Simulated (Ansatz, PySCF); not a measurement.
C₂H₇Cl₂NSi, SMILES Cl[SiH]([C@H](C)N)Cl. Atoms are numbered in the order given.

```xyz
13

C     -2.1260     0.8033     1.2927
C     -1.3208     0.7484    -0.0062
N     -1.8012    -0.1775    -1.0130
Si     0.4911     0.3479     0.3141
Cl     1.6349     0.6468    -1.3675
Cl     0.5817    -1.6508     0.8551
H     -3.1783     1.0562     1.0817
H     -2.1122    -0.1727     1.8048
H     -1.7357     1.5582     1.9946
H     -1.2954     1.7589    -0.4573
H     -2.7545     0.0465    -1.2922
H     -1.8104    -1.1286    -0.6478
H      1.0865     1.1400     1.4211
```

Geometry: PBE0-D3(BJ)/def2-SVP. The structure was generated by enumeration; whether it is a known compound was not checked. One conformer was computed; it need not be the lowest.

Two levels are set side by side: PBE-D3(BJ)/def2-SVP (Ansatz, a quantum-chemistry and plane-wave program) and PBE0-D3(BJ)/def2-SVP (Ansatz). Each level has its own optimised geometry; the coordinates shown are those of the second. Frequencies come from the Hessian of PySCF at each geometry. Differences are taken from unrounded values.

```csv
quantity,PBE0-D3(BJ),PBE-D3(BJ),PBE-D3(BJ) minus PBE0-D3(BJ)
mean bond length (Å),1.411,1.422,0.011
bond C1–C2 (Å),1.529,1.539,0.010
bond C2–N3 (Å),1.450,1.460,0.011
bond C2–Si4 (Å),1.883,1.898,0.015
bond Si4–Cl5 (Å),2.056,2.071,0.015
bond Si4–Cl6 (Å),2.073,2.089,0.016
bond C1–H7 (Å),1.103,1.111,0.008
bond C1–H8 (Å),1.102,1.110,0.008
bond C1–H9 (Å),1.102,1.111,0.008
bond C2–H10 (Å),1.107,1.115,0.008
bond N3–H11 (Å),1.018,1.029,0.010
bond N3–H12 (Å),1.019,1.029,0.010
bond Si4–H13 (Å),1.486,1.498,0.012
highest harmonic wavenumber (cm⁻¹),3615,3476,-140
mean harmonic wavenumber (cm⁻¹),1273,1229,-44
zero-point energy (kcal/mol),60.06,58.00,-2.06
```

GGA bonds tend to be longer and softer than those of functionals with exact exchange. Differences between two approximate levels are no errors against the true value.
